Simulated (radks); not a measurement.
Spin polarisation of the 3p3 shell in the argon ion Ar3+. Start: [Ne] 3s2 3p(up 1.5, down 1.5); electrons of 3p are moved from spin down to spin up, other shells keep equal spins. Calculated with a radial shooting solver on a logarithmic mesh with Libxc functionals: non-relativistic Kohn-Sham, TPSS, spin-polarised, spherical densities, point nucleus; meta-GGA in the generalised Kohn-Sham scheme.

moment (Bohr magnetons)	E - E(0) (eV)	e(3p up) (eV)	e(3p down) (eV)	3s down minus up (eV)
0	0.000	-50.033	-50.033	0.000
0.75	-0.222	-50.588	-49.402	1.268
1.5	-0.892	-51.077	-48.681	2.565
2.25	-2.027	-51.509	-47.841	3.935
3	-3.652	-51.878	-46.869	5.405

At moment 3 the spin-polarisation energy is -3.652 eV and the 3p exchange splitting 5.009 eV, that is 1.670 eV per Bohr magneton; E = -I m^2/4 would give I = 1.623 eV.
